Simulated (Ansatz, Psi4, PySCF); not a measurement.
C2H6ClSi (SMILES C[Si](C)Cl), doublet, at a GFN2-xTB geometry. Base run: WB97X/STO-3G in PySCF.

PySCF was given this input:
```python
from pyscf import gto, scf, dft

mol = gto.Mole()
mol.atom = '''
    C    -1.388738   -1.413229   -0.131221
    Si    0.046516   -0.325780    0.491918
    C     1.736257   -0.955591   -0.123641
    Cl   -0.231410    1.583884   -0.223030
    H    -2.349278   -1.038931    0.209452
    H    -1.287732   -2.437061    0.213961
    H    -1.406361   -1.426368   -1.220183
    H     1.762079   -0.962368   -1.212498
    H     2.547508   -0.321824    0.221330
    H     1.931426   -1.965633    0.221770
'''
mol.basis = 'sto-3g'
mol.charge = 0
mol.spin = 1
mol.verbose = 4
mol.build()

mf = dft.UKS(mol)
mf.xc = 'wb97x'
mf.kernel()
```

The same geometry, method and basis name were run in Ansatz (a quantum-chemistry and plane-wave program) and Psi4 and PySCF, at each program's defaults and at the settings that a row names. The base is PySCF at its defaults. Differences at the defaults can come from grids, fitting, cores and function types together.

| code and settings | ΔE vs base (µEh) | basis functions | E (Eh) | SCF cycles | dipole (D) |
|---|---|---|---|---|---|
| PySCF, defaults (exact integrals, its default grid, spherical functions) | 0.0 | 34 | -820.22830 | 10 | 2.98 |
| Psi4, defaults (density fitting with its default set, its default grid, spherical functions) | -1812 | 34 | -820.23011 | 8 | 2.98 |
| Ansatz, defaults (factorised integrals, its default grid, spherical functions) | -16.4 | 34 | -820.22832 | - | - |
| PySCF, density fitting with def2-universal-jkfit | -1945 | 34 | -820.23025 | 10 | 2.98 |
| PySCF, fine grid | -24.8 | 34 | -820.22833 | 10 | 2.98 |
| Psi4, exact integrals, spherical functions, fine grid | -54.3 | 34 | -820.22836 | 11 | 2.98 |
| Ansatz, high accuracy | -17.2 | 34 | -820.22832 | - | - |

Open shells are given as the SCF converged; they aren't shown to be the lowest states, and a large step between rows can be another state.
